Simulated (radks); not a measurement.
Values are calculated unless marked as measured or tabulated.
Task: These are the eigenvalues of the occupied orbitals of an atom or ion with whole-number occupations (hartree). Level of theory: scalar-relativistic Kohn-Sham, LB94 model potential, spin-polarised, spherical densities, finite nucleus; Fermi nuclear charge, rms radius of each element as measured or else 0.836 A^(1/3) + 0.57 fm (a radial shooting solver on a logarithmic mesh with Libxc functionals).

1s: -936.1722
2s: -138.7876
2p: -124.7250
3s: -26.09723
3p: -21.45930
3d: -14.11914
4s: -4.04699
4p: -2.70882
4d: -0.83708

Which element is it, and in what charge state? The configuration may be excited. Open shells, if any, are filled with parallel spins first.

Result: Z = 47, silver, charge +1: Ag+ in [Kr] 4d10. The list shows which subshells hold electrons but not how many an open one holds; the 1s level, -936.17 hartree, gives Z - s = 43.3 by -(Z - s)^2/2, which with screening and relativity narrows Z to a few neighbours, and the depths of the outer levels then fix element, charge and occupations together.
